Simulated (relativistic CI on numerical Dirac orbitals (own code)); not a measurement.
# Hyperfine structure of Sn XXIII, mass number 119

Computed by Dirac-Coulomb-Breit CI, KLI orbitals optimised for each configuration, a model potential for QED, unscaled Slater integrals (own radial code, finite nucleus).

Configurations in the expansion (outside the closed core [Ne] 3s2): 3p⁶3d¹⁰, 3p⁶3d⁹4s, 3p⁶3d⁹4p, 3p⁶3d⁹4d, 3p⁶3d⁹4f, 3p⁶3d⁸4s², 3p⁵3d¹⁰4s, 3p⁶3d⁸4s4p, 3p⁵3d¹⁰4p, 3p⁶3d⁹5s, 3p⁶3d⁸4p², 3p⁶3d⁹5p, 3p⁶3d⁸4s4d, 3p⁶3d⁹5d, 3p⁵3d¹⁰4d, 3p⁶3d⁸4p4d. Levels of other configurations are missing.

Nuclear spin I = 1/2, μ = -1.0459 μN (tables of Stone and Pyykkö). The electronic factors are computed for point nuclear moments, without core polarisation or the Bohr-Weisskopf and QED corrections.

| Level | E (Ry) | A (GHz) |
| --- | --- | --- |
| 3p⁶3d⁹4s ³D3 | 32.6746 | -102.7 |
| 3p⁶3d⁹4s ¹D2 | 32.7454 | 65.82 |
| 3p⁶3d⁹4s ³D1 | 33.3302 | 79.98 |
| 3p⁶3d⁹4s ³D2 | 33.3864 | -161.5 |
| 3p⁶3d⁹4p ³P°2 | 35.9631 | 6.63 |
| 3p⁶3d⁹4p ³F°2 | 36.6386 | -68.7 |
| 3p⁶3d⁹4p ³P°1 | 36.7210 | -10.17 |
| 3p⁶3d⁹4p ³F°4 | 36.8566 | -20.17 |

Levels with J = 0, under 50 % of one LS term, or S terms without an open s electron are left out. Small factors come from cancelling terms and can be off by tens of per cent or more.

At this charge energies of transitions that change n are usually good to better than 1 %, and those within a shell (Δn = 0) to a few per cent.

**Question.** Give the hyperfine levels of 3p⁶3d⁹4s ³D3 relative to its centre of gravity.

**Answer.** With K = F(F + 1) − I(I + 1) − J(J + 1), E = AK/2: F = 5/2: 205.3, F = 7/2: -154 GHz.

LS names give the leading component of a level, which can be under half, so a name can repeat, a term be missing and a line seem to break the LS rules.
